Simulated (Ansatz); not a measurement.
C3H7FOSi, SMILES `CC(C)O[Si]F`, relaxed with RKS PBE-D4/def2-SVP in the Gaussian-basis code of Ansatz from a rough embedded geometry. The force threshold is 0.03 eV/Å; the program also tests the step.

Charge 0, multiplicity 1.

Start:

```xyz
13

C    -0.297   -1.466   -0.601
C     0.177   -0.065   -0.124
C    -1.040    0.809    0.191
O     0.953   -0.145    1.012
Si    2.314    0.725    1.282
F     2.170    2.080    0.439
H    -0.841   -1.929    0.234
H    -0.877   -1.394   -1.469
H     0.644   -2.107   -0.750
H     0.780    0.358   -0.964
H    -1.665    0.883   -0.725
H    -1.609    0.427    0.969
H    -0.710    1.824    0.505
```

Q: How much energy does the relaxation release, and in how many steps? (Estimate.)

A: The calculation gave: 51.21 kJ/mol, in 6 steps, 1 of them rejected.

Q: Which bonds change most? (An estimate is asked.)

A: The calculation gave: C3–H12 from 1.037 to 1.109 Å; C2–O4 from 1.378 to 1.445 Å; Si5–F6 from 1.603 to 1.667 Å; C1–H8 from 1.046 to 1.109 Å.

Q: Give the relaxed structure. (Best estimate.)

A: The calculation gave: 
```xyz
13

C    -0.230   -1.448   -0.581
C     0.129   -0.034   -0.143
C    -1.091    0.824    0.182
O     0.958   -0.131    1.037
Si    2.287    0.773    1.500
F     2.400    1.850    0.233
H    -0.798   -1.968    0.217
H    -0.851   -1.427   -1.499
H     0.684   -2.037   -0.793
H     0.718    0.468   -0.943
H    -1.766    0.890   -0.695
H    -1.657    0.387    1.029
H    -0.784    1.853    0.456
```
